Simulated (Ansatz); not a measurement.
Start from `C=C=C(N)[SiH3]` and change one atom or group to get `C=C=C([SiH3])CCl`.

Ansatz, PBE0-D4/def2-TZVP geometries, multiplicity 1. Each molecule was computed in one conformer, which needn't be the lowest.

| property | `C=C=C(N)[SiH3]` |
| --- | --- |
| HOMO–LUMO gap (PBE0/def2-TZVPP) / eV | 6.08 |
| HOMO energy (B3LYP/def2-TZVPP) / eV | -6.04 |
| size of the dipole moment (ωB97M-V/def2-TZVPP) / D | 1.25 |
| LUMO energy (ωB97M-V/def2-TZVPP) / eV | 1.67 |
| LUMO energy (B3LYP/def2-TZVPP) / eV | -0.39 |
| HOMO energy (ωB97M-V/def2-TZVPP) / eV | -8.43 |

Task: What does the change do to each property? (Best estimate.)

Result: The calculation gave: 
```json
{"property": "HOMO–LUMO gap (PBE0/def2-TZVPP) / eV", "`C=C=C([SiH3])CCl`": "7.21", "shift": "1.13"}
{"property": "HOMO energy (B3LYP/def2-TZVPP) / eV", "`C=C=C([SiH3])CCl`": "-7.51", "shift": "-1.47"}
{"property": "size of the dipole moment (ωB97M-V/def2-TZVPP) / D", "`C=C=C([SiH3])CCl`": "2.05", "shift": "0.80"}
{"property": "LUMO energy (ωB97M-V/def2-TZVPP) / eV", "`C=C=C([SiH3])CCl`": "1.54", "shift": "-0.13"}
{"property": "LUMO energy (B3LYP/def2-TZVPP) / eV", "`C=C=C([SiH3])CCl`": "-0.74", "shift": "-0.35"}
{"property": "HOMO energy (ωB97M-V/def2-TZVPP) / eV", "`C=C=C([SiH3])CCl`": "-9.91", "shift": "-1.48"}
```

With PBE0 the HOMO falls by 1.50 eV and the LUMO falls by 0.36 eV, so the gap widens by about 1.14 eV. PBE moves the HOMO by -1.50 eV and ωB97M-V by -1.48 eV. Dipoles are sizes alone; their direction can turn.

B3LYP here is the variant with VWN-RPA as its local correlation; programs differ in this.
